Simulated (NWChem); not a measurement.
BeHSeCl; SMILES [Cl][Be][SeH]

```xyz
4

Be     0.0065    -0.7156     0.0000
Cl     0.0156    -2.5312     0.0000
Se     0.0338     1.3106     0.0000
H     -1.4398     1.3315     0.0000
```
Atoms are numbered in this order, from 1.

Results from NWChem. The geometry was optimised at PBE0/def2-SVP. Ions are spin-unrestricted doublets at the neutral geometry; other ion states weren't tried.

For level PBE/def2-SVP:

* **−ε(HOMO) (eV)**: 6.23

Problem. How do the values read with level PBE0/def2-SVP instead?

Solution. The −ε(HOMO) (eV) comes out as 7.41.
